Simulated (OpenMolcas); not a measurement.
**Co4+, Rh4+, Ir4+: d⁵ down the group**

```
Program             : OpenMolcas
Method              : SS-CASPT2, IPEA 0.25 Eh, imaginary shift 0.1 Eh
Basis               : ANO-RCC-VQZP
Scalar Hamiltonian  : DKH2, point nucleus
Spin-orbit coupling : state interaction with AMFI integrals over the reference wave functions, term energies averaged over their components
```

Active space for each ion: 5 electrons in 5 orbitals (d); closed shells correlated by CASPT2: Co4+ 3s 3p; Rh4+ 4s 4p; Ir4+ 5s 5p.

Computed levels in cm-1 above ⁶S_5/2:

```csv
Level,Co4+,Rh4+,Ir4+
⁴G_7/2,38470,26410,23340
⁴G_11/2,38480,26520,24700
⁴G_9/2,38490,26620,25690
⁴P_1/2,42630,30190,27480
⁴D_7/2,46110,31480,30620
⁴D_1/2,46250,32690,35060
²I_11/2,56140,38620,36260
²I_13/2,56260,39350,39840
²F_7/2(1),61980,45250,51090
weight of ⁶S in the lowest level (%),100,99,85
```

Mixed levels, with the weight of the term that names them: Rh4+ ⁴P_1/2 (68 %), Rh4+ ⁴D_1/2 (69 %), Rh4+ ²F_7/2(1) (65 %), Ir4+ ⁴G_7/2 (64 %), Ir4+ ⁴P_1/2 (59 %), Ir4+ ⁴D_7/2 (66 %), Ir4+ ⁴D_1/2 (65 %), Ir4+ ²I_11/2 (73 %), Ir4+ ²F_7/2(1) (63 %).

Measured, with the error of the calculation in %. Measured levels: Co4+ from Sugar and Corliss, J. Phys. Chem. Ref. Data 10, 1097 (1981).

| Level | Co4+ |
| --- | --- |
| ⁴G_11/2 | 37218 (+3.4) |
| ⁴P_1/2 | 41024 (+3.9) |
| ⁴D_7/2 | 44709 (+3.1) |
| ⁴D_1/2 | 44908 (+3.0) |
| ²F_7/2(1) | 59455 (+4.3) |

Without spin-orbit coupling ⁴G lies 38470, 26480, 24190 cm-1 above ⁶S in that order; the difference to the level ⁴G_7/2, of either sign, comes from spin-orbit coupling, which also lowers the zero.

Term energies are means over components that CASPT2 splits; among the terms shown or strongly mixed into the levels shown the widest spread is 280 cm-1 (4d⁵ ²I, Rh4+). Measured partners are found by configuration, term and J. A level has none where our copy of the source lacks it or the pairing is in doubt (some pairs that miss far off the trend of their configuration count as doubtful), and it then counts in no deviation. Only configurations of the active space appear.

A number in round brackets counts repeated terms of one configuration in the order of the reference energies.
